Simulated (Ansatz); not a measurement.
Relaxation of ClF2H4PSi (9 atoms, charge 0, multiplicity 1), to a largest force component of 0.03 eV/Å in at most 50 steps.

The calculation used RKS r2SCAN/cc-pVDZ in Ansatz.

```xyz
9
Properties=species:S:1:pos:R:3
Si -0.538 -0.042 -0.233
Cl 0.278 -0.779 2.914
F 0.549 1.094 0.234
F -0.921 0.344 -1.786
H 0.136 -1.364 -0.251
P -2.339 0.172 1.020
H -3.206 0.416 -0.093
H -2.583 -1.238 1.052
H -0.607 0.221 2.989
```

Q: Where does it end, and by what steps?

A: The forces met the threshold. The force dipped under the threshold on the way, but the program's further checks kept it going. After 47 steps the energy has fallen by 0.201 eV; Cl2 moved furthest, 1.05 Å.

```json
{"step": "0", "energy less start (eV)": "0.0000", "largest force component (eV/Å)": "0.755", "accepted": "yes"}
{"step": "2", "energy less start (eV)": "-0.0497", "largest force component (eV/Å)": "0.600", "accepted": "no"}
{"step": "4", "energy less start (eV)": "-0.0702", "largest force component (eV/Å)": "0.162", "accepted": "yes"}
{"step": "6", "energy less start (eV)": "-0.0760", "largest force component (eV/Å)": "0.153", "accepted": "yes"}
{"step": "8", "energy less start (eV)": "-0.0788", "largest force component (eV/Å)": "0.036", "accepted": "yes"}
{"step": "10", "energy less start (eV)": "-0.0799", "largest force component (eV/Å)": "0.164", "accepted": "yes"}
{"step": "12", "energy less start (eV)": "-0.0835", "largest force component (eV/Å)": "0.555", "accepted": "yes"}
{"step": "14", "energy less start (eV)": "-0.0932", "largest force component (eV/Å)": "0.266", "accepted": "yes"}
{"step": "16", "energy less start (eV)": "-0.1125", "largest force component (eV/Å)": "0.435", "accepted": "yes"}
{"step": "18", "energy less start (eV)": "-0.1239", "largest force component (eV/Å)": "0.744", "accepted": "yes"}
{"step": "20", "energy less start (eV)": "-0.1432", "largest force component (eV/Å)": "0.333", "accepted": "no"}
{"step": "22", "energy less start (eV)": "-0.1518", "largest force component (eV/Å)": "0.065", "accepted": "yes"}
{"step": "24", "energy less start (eV)": "-0.1531", "largest force component (eV/Å)": "0.058", "accepted": "yes"}
{"step": "26", "energy less start (eV)": "-0.1555", "largest force component (eV/Å)": "0.159", "accepted": "yes"}
{"step": "28", "energy less start (eV)": "-0.1615", "largest force component (eV/Å)": "0.331", "accepted": "yes"}
{"step": "30", "energy less start (eV)": "-0.0601", "largest force component (eV/Å)": "1.197", "accepted": "no"}
{"step": "32", "energy less start (eV)": "-0.1873", "largest force component (eV/Å)": "0.185", "accepted": "yes"}
{"step": "34", "energy less start (eV)": "-0.1932", "largest force component (eV/Å)": "0.137", "accepted": "yes"}
{"step": "36", "energy less start (eV)": "-0.1965", "largest force component (eV/Å)": "0.119", "accepted": "yes"}
{"step": "38", "energy less start (eV)": "-0.1979", "largest force component (eV/Å)": "0.044", "accepted": "yes"}
{"step": "40", "energy less start (eV)": "-0.1990", "largest force component (eV/Å)": "0.068", "accepted": "yes"}
{"step": "42", "energy less start (eV)": "-0.1978", "largest force component (eV/Å)": "0.196", "accepted": "no"}
{"step": "44", "energy less start (eV)": "-0.2001", "largest force component (eV/Å)": "0.108", "accepted": "yes"}
{"step": "46", "energy less start (eV)": "-0.2005", "largest force component (eV/Å)": "0.124", "accepted": "no"}
{"step": "47", "energy less start (eV)": "-0.2010", "largest force component (eV/Å)": "0.020", "accepted": "yes"}
```

```xyz
9
Properties=species:S:1:pos:R:3
Si -0.664 0.009 -0.341
Cl -0.225 -0.296 3.702
F 0.546 0.402 0.727
F -0.621 1.156 -1.511
H -0.256 -1.281 -0.959
P -2.625 0.175 0.727
H -3.282 -0.363 -0.433
H -2.444 -1.118 1.322
H 0.339 0.140 2.613
```

Whether the end is a true minimum wasn't checked by a vibrational analysis.

The run took 110 s on 4 threads of Arm Neoverse V2 (shared host), peak memory 0.19 GiB.
